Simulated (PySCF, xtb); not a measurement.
Si(H)(F)2(NH2) (F₂H₃NSi), SMILES [SiH](F)(F)N. Atoms are numbered in the order given.

```xyz
7

Si    -0.2150    -0.1194     0.2283
N      1.3914    -0.3068     0.7380
F     -0.5432    -0.8428    -1.1844
F     -0.5048     1.4440    -0.0652
H     -1.1421    -0.6525     1.2420
H      1.6602    -1.0295     1.3950
H      2.1843     0.0909     0.2473
```
Charge 0, spin multiplicity 1.

Geometry optimised at ωB97X-D3(BJ)/def2-SVP. One conformer was computed; it need not be the lowest.

The numbers are results of C-PCM-B3LYP/def2-SVP (PySCF 2.14.0), not measurements.

The values are the electrostatic part of the solvation free energy, E(continuum) − E(gas) at the gas-phase geometry, in a cavity of scaled van der Waals radii (PySCF's table); cavitation and dispersion terms are not included. In vacuum the orbital gap is 8.81 eV. The dipole moment in vacuum is 2.82 D.

Computed values in water (ε = 78.36), dichloromethane (ε = 8.93), ethylethanoate (ε = 5.99):
```json
[
 {"solvent": "water", "ε": "78.36", "ΔG(elec) (kcal/mol)": "-5.2", "dipole (D)": "3.32", "gap (eV)": "9.05"},
 {"solvent": "dichloromethane", "ε": "8.93", "ΔG(elec) (kcal/mol)": "-4.6", "dipole (D)": "3.26", "gap (eV)": "9.03"},
 {"solvent": "ethylethanoate", "ε": "5.99", "ΔG(elec) (kcal/mol)": "-4.3", "dipole (D)": "3.23", "gap (eV)": "9.02"}
]
```

For comparison, GFN2-xTB/ALPB(water) (xtb, at the GFN2-xTB geometry, all terms of that model) gives -3.5 kcal/mol.
